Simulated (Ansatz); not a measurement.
C₃H₁₀OSi₂, SMILES O([SiH3])C[SiH2]C=C.

The structure is a stationary point at ωB97X-D3(BJ)/def2-SVP. The structure was generated by enumeration, and PubChem lists no compound with its InChIKey, so it may never have been made. One conformer was computed; it need not be the lowest.

Two levels are set side by side: PBE/def2-SVPD (Ansatz, a first-principles code) and CAM-B3LYP/def2-SVPD (Ansatz). Energy differences of separate SCF runs at the same geometry; the states with an electron removed or added have multiplicity 2 and 2. Differences are taken from unrounded values.

```
quantity                           CAM-B3LYP
---------------------------------  ---------
vertical ionisation energy (eV)         9.83
vertical singlet–triplet gap (eV)       4.22
```

Task: What does PBE give, and how far is it from CAM-B3LYP? (The exact figures need the calculation; the answer reports its results.)

Result: 
```
quantity                            PBE  PBE minus CAM-B3LYP
---------------------------------  ----  -------------------
vertical ionisation energy (eV)    9.15                -0.68
vertical singlet–triplet gap (eV)  4.27                 0.05
```
